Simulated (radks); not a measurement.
Polarisability of the silver ion Ag4+, [Kr] 4d7, at imaginary frequency. Calculated with a radial shooting solver on a logarithmic mesh with Libxc functionals: non-relativistic Kohn-Sham, LDA (Slater exchange, VWN5 correlation), spin-polarised, spherical densities, point nucleus; open shells are filled with parallel spins first (spin-orbit coupling, left out, can overturn this in heavy ions); relativity is left out, which matters for an element this heavy. Response by self-consistent Sternheimer equations with the Hartree and adiabatic LDA kernel.

| w (hartree) | alpha1(iw) (bohr^3) |
|---|---|
| 0.00266 | 2.858 |
| 0.0143 | 2.858 |
| 0.0360 | 2.857 |
| 0.0697 | 2.852 |
| 0.118 | 2.842 |
| 0.186 | 2.818 |
| 0.280 | 2.770 |
| 0.413 | 2.676 |
| 0.605 | 2.507 |
| 0.892 | 2.223 |
| 1.35 | 1.797 |
| 2.12 | 1.244 |
| 3.59 | 0.6723 |
| 6.94 | 0.2562 |
| 17.5 | 0.06138 |

Static values: alpha1 = 2.858 bohr^3 (0.4235 angstrom^3; uncoupled 4.209). C6 = 11.30, triple-dipole C9 = 23.09 atomic units. One-pole (London) frequency 4 C6 / (3 alpha1^2) = 1.845 hartree, against 2.185 for minus the highest occupied eigenvalue. The dipole shielding factor is 0.915, as the force sum rule N/Z = 0.915 demands.
